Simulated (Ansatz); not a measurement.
Isolated molecules relaxed with PBE0-D4/def2-TZVP in Ansatz; ΔE leaves out vibrations. CCSD(T)/CBS is the MP2 limit (def2-TZVPP, def2-QZVPP) plus CCSD(T) − MP2 in def2-TZVPP, frozen cores. Functionals use def2-TZVPP. Elements past krypton have def2 core potentials. For Ge, I outer-core shells are correlated without core-valence functions, which leaves a few kJ/mol of doubt a bond. Scalar relativity is left out up to krypton. Each species was taken in one conformer, which may not be the lowest.

Reaction (ligand exchange at a B–I bond): `CBI` + `[SH][GeH3]` → `CB[S][GeH3]` + HI

```tsv
species	r2SCAN-D4 energy (Eh)
`CBI`	-363.18812
`[SH][GeH3]`	-2477.58759
`CB[S][GeH3]`	-2542.36207
HI	-298.42090
```

Question: Work out ΔE.

Answer: ΔE = (-2542.36207) + (-298.42090) − (-363.18812) − (-2477.58759) = -0.00726 Eh = -19.1 kJ/mol. CCSD(T)/CBS gives -14.9 kJ/mol.

Largest T1 diagnostic among the species: 0.013.

The D4 term adds −3.5 kJ/mol with B3LYP and −2.1 kJ/mol with PBE0; it sums over pairs of atoms, weighted by their polarisabilities, and B3LYP, whose exchange is more repulsive, gets the larger term. In def2-TZVPP, CCSD(T) changes the Hartree–Fock value by −8.8 kJ/mol (the triples alone add −1.2 kJ/mol) and MP2 by −5.7 kJ/mol.

B3LYP here is the variant with VWN-RPA as its local correlation; programs differ in this.
